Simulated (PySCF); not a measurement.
Species: C₇H₁₁PS.
Geometry (PBE0-D3(BJ)/def2-SVP, Å), atoms numbered from 1 in this order:
```xyz
20
C7H11PS angstrom
C     -2.9148    0.3440   -1.4490
C     -2.3182    0.4003   -0.2503
C     -0.9749   -0.0750    0.0510
C     -0.4358   -0.0140    1.2895
C      0.9475   -0.5526    1.4723
P      1.5940   -0.6899   -0.2562
C      2.2343    0.9770   -0.6150
S      2.8094   -2.1420   -0.6935
C     -0.0928   -0.6864   -1.0071
H     -2.4162   -0.0877   -2.3206
H     -3.9281    0.7255   -1.5958
H     -2.8645    0.8333    0.5955
H     -0.9948    0.3997    2.1356
H      0.9612   -1.5633    1.9160
H      1.5966    0.0835    2.0954
H      2.4661    1.0350   -1.6876
H      1.5016    1.7509   -0.3411
H      3.1667    1.1176   -0.0507
H     -0.3682   -1.7305   -1.2305
H     -0.0977   -0.1302   -1.9578
```

Level: PBE0/pcSseg-1 in PySCF, non-relativistic, on one gas-phase PBE0-D3(BJ)/def2-SVP geometry that isn't relaxed in the solvent. The solvent is an IEF-PCM continuum (van der Waals radii × 1.2). Only the electrostatic response of the medium enters.

Gas phase at PBE0/pcSseg-1: HOMO -6.41 eV, LUMO -1.28 eV, dipole 4.76 D.

What does the continuum do to the energy, the frontier levels and the dipole at PBE0/pcSseg-1 in benzene and tetrahydrofuran?

| solvent | ε | E(solvent) − E(gas) (kcal/mol) | polarisation term (kcal/mol) | distortion of the solute (kcal/mol) | HOMO (eV) | LUMO (eV) | dipole (D) |
| --- | --- | --- | --- | --- | --- | --- | --- |
| benzene | 2.271 | -4.32 | -4.79 | 0.47 | -6.59 | -1.14 | 5.60 |
| tetrahydrofuran | 7.426 | -7.90 | -9.49 | 1.59 | -6.75 | -1.05 | 6.32 |

The polarisation term is half the interaction of the solute with the surface charges that it induces; the rest is the cost of distorting the solute's density. The sum is the electrostatic part of solvation alone. From benzene to tetrahydrofuran the lowering changes by a factor 1.83, Onsager's factor (ε − 1)/(2ε + 1) by 1.77 and ε itself by 3.3.

Which radius a makes the point-dipole formula ΔE = −[(ε − 1)/(2ε + 1)]·μ²/a³ give the value in tetrahydrofuran, with the gas-phase dipole?

μ = 1.872 au and |ΔE| = 0.01259 Eh give a = 2.56 Å; the farthest nucleus lies 4.23 Å from the centroid of the nuclei, so such a sphere wouldn't even hold the nuclei. The formula assumes a rigid point dipole at the centre of a sphere.

Give the dipole vector in the frame of the coordinates (D, pointing from negative to positive charge), gas and tetrahydrofuran.

Gas (-2.95, 3.56, 1.10), solvent (-3.84, 4.78, 1.52). Its length changes by +33 % and its direction by 1°.

Which ESP-fitted charges (PBE0/pcSseg-1) respond most in benzene (means over atoms taken as equivalent)?

```csv
atoms,environment,gas (e),solvent (e),change
S8,sulfur bonded to P,-0.373,-0.445,-0.072
P6,phosphorus bonded to 3 C and S,+0.145,+0.199,+0.054
C3,fully substituted alkene carbon,+0.295,+0.279,-0.016
C1,terminal =CH2 carbon,-0.255,-0.270,-0.015
H13,vinylic hydrogen,+0.130,+0.141,+0.011
H10,vinylic hydrogen,+0.122,+0.130,+0.008
```

Which Mayer bond orders change most in benzene?

```json
{"bond": "P6–S8", "length (Å)": "1.943", "gas": "1.749", "solvent": "1.677", "change": "-0.072"}
{"bond": "P6–C7", "length (Å)": "1.821", "gas": "0.958", "solvent": "0.971", "change": "+0.013"}
{"bond": "C5–P6", "length (Å)": "1.851", "gas": "0.881", "solvent": "0.893", "change": "+0.012"}
{"bond": "P6–C9", "length (Å)": "1.846", "gas": "0.869", "solvent": "0.881", "change": "+0.012"}
{"bond": "C5–H15", "length (Å)": "1.102", "gas": "0.927", "solvent": "0.923", "change": "-0.004"}
{"bond": "C5–H14", "length (Å)": "1.104", "gas": "0.917", "solvent": "0.914", "change": "-0.003"}
{"bond": "C7–H16", "length (Å)": "1.099", "gas": "0.946", "solvent": "0.943", "change": "-0.003"}
{"bond": "C9–H20", "length (Å)": "1.101", "gas": "0.918", "solvent": "0.915", "change": "-0.003"}
```
